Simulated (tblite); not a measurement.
C15H11F2N.
Structure used (GFN2-xTB), in Å, numbered top down from 1:
```xyz
29
C15H11F2N angstrom
C      1.257   -1.167    1.782
C      1.752   -0.390    0.601
C      3.112   -0.298    0.331
C      3.584    0.422   -0.751
C      2.699    1.068   -1.596
C      1.348    0.972   -1.328
F      0.476    1.598   -2.151
C      0.850    0.258   -0.246
C     -0.612    0.216   -0.008
C     -1.467   -0.517   -0.835
C     -0.917   -1.295   -1.987
C     -2.834   -0.507   -0.577
C     -3.363    0.215    0.473
C     -2.522    0.953    1.307
C     -3.048    1.692    2.390
N     -3.488    2.281    3.269
C     -1.152    0.938    1.047
F     -0.329    1.646    1.842
H      2.021   -1.853    2.138
H      1.007   -0.487    2.596
H      0.361   -1.732    1.530
H      3.812   -0.799    0.984
H      4.644    0.481   -0.941
H      3.035    1.639   -2.446
H     -0.717   -0.622   -2.821
H      0.020   -1.780   -1.720
H     -1.629   -2.045   -2.321
H     -3.493   -1.076   -1.215
H     -4.426    0.217    0.662
```

All values are computed: GFN2-xTB (tblite) harmonic vibrations without scaling, gas phase. This tight-binding method is rough: wavenumbers can miss measured ones by several per cent, in bad cases by 10 to 20. One conformer, not necessarily the lowest.

Harmonic wavenumbers (cm⁻¹): 35.2, 55.8, 60.6, 93.3, 114.1, 122.2, 129.8, 141.6, 152.8, 202.2, 218.1, 238.7, 298.9, 303.9, 316.3, 358.9, 391.9, 422.6, 427.6, 473.0, 490.2, 493.0, 518.7, 527.1, 535.9, 584.3, 613.2, 631.5, 677.3, 693.3, 715.8, 737.0, 801.6, 832.1, 856.1, 889.6, 915.3, 924.3, 965.3, 971.9, 1025.7, 1028.9, 1033.2, 1036.0, 1083.6, 1119.9, 1183.0, 1186.7, 1225.2, 1229.1, 1239.0, 1277.1, 1305.8, 1317.4, 1318.2, 1401.9, 1404.8, 1414.5, 1450.7, 1460.2, 1472.7, 1477.9, 1479.2, 1485.2, 1492.3, 1555.9, 1578.3, 1586.1, 1601.7, 2378.5, 3007.4, 3007.8, 3024.5, 3029.5, 3049.0, 3049.7, 3086.7, 3090.3, 3099.8, 3104.2, 3116.9.

A = 729.7, B = 321.0, C = 279.2 MHz; mass 243.086 u (most abundant isotopes); point group C1, symmetry number 1.

Task: Zero-point energy?

Result: Half the sum of the wavenumbers: 46723 cm⁻¹ = 133.59 kcal/mol.

Task: Entropy at 298.15 K, 1 bar (ideal gas, RRHO, classical rotation)?

Result: Translation 42.39, rotation 32.86, vibration 55.17: S = 130.4 cal/(mol K).

Task: And Cp and H(298.15 K) − H(0)?

Result: Cp = 64.17 cal/(mol K), of which vibrations give 56.22 (their classical limit is 81 R = 161.0); H(298.15 K) − H(0) = 11.00 kcal/mol without the zero-point energy, 8.63 from vibrations.

Task: Which modes carry the vibrational entropy at 298.15 K?

Result: 35.2 cm⁻¹: 5.51; 55.8 cm⁻¹: 4.60; 60.6 cm⁻¹: 4.44; 93.3 cm⁻¹: 3.59; 114.1 cm⁻¹: 3.20; 122.2 cm⁻¹: 3.07 cal/(mol K); the other 75 give 30.77 together.

Task: How do the functions run with temperature in this model?

Result: 
```tsv
T (K)	S (cal/(mol K))	Cp (cal/(mol K))	H − H(0) (kcal/mol)	G − H(0) (kcal/mol)	ln q(vib)
150	96.3	37.8	3.43	-11.02	5.86
250	119.9	55.8	8.11	-21.86	10.83
400	151.6	80.5	18.39	-42.26	18.12
600	189.3	105.1	37.12	-76.44	27.44
900	236.5	127.4	72.30	-140.55	40.30
```

q(vib) and H(0) count from the zero-point level.

Task: What must be added to the electronic energy to get the Gibbs energy at 298.15 K and 1 bar?

Result: ZPE + [H(298.15 K) − H(0)] − T·S = 133.59 + 11.00 − 38.89 = 105.70 kcal/mol.

Hindered rotation and anharmonicity are outside this model. Other conformers, if any are populated, would add a mixing term that is left out. The structure is chiral; the term R ln 2 for an equal mix with its mirror image is left out.

Hardware: one thread of an Arm Neoverse V2, no GPU, on a shared host. Cost: 2.3 s of wall time. This covers the Hessian and the dipole derivatives.
